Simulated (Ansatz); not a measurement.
Consider the redistribution: `FC([SiH3])[SeH]` + `N[CH]([SiH3])[GeH3]` → `NC([SiH3])[SeH]` + `F[CH]([SiH3])[GeH3]`.

Calculated with Ansatz (gas phase, PBE0-D4/def2-TZVP geometries, no zero-point term in ΔE). CBS: MP2 limit from def2 TZ/QZ plus the TZ coupled-cluster correction, frozen cores. DFT in def2-TZVPP. B3LYP here is the variant with VWN-RPA as its local correlation; programs differ in this. For Ge, Se outer-core shells are correlated without core-valence functions, which leaves a few kJ/mol of doubt a bond. Scalar relativity is left out up to krypton. One conformer a species, not always the lowest.

(1) Is it downhill or uphill in electronic energy at CCSD(T)/CBS, and by how much? (Best estimate.)

(2) What do these levels give: PBE-D4, r2SCAN-D4, B3LYP-D4, HF/def2-TZVPP, MP2/def2-TZVPP, MP2/def2-QZVPP? (An estimate is asked.)

Largest T1 diagnostic among the species: 0.012.

Results:

(1) The calculation gave: Uphill: ΔE = +17.5 kJ/mol.

(2) The calculation gave: PBE-D4 15.2, r2SCAN-D4 16.4, B3LYP-D4 13.6, HF/def2-TZVPP 13.2, MP2/def2-TZVPP 18.9, MP2/def2-QZVPP 19.3 kJ/mol.

In def2-TZVPP, CCSD(T) changes the Hartree–Fock value by +3.7 kJ/mol (the triples alone add +0.3 kJ/mol) and MP2 by +5.8 kJ/mol.
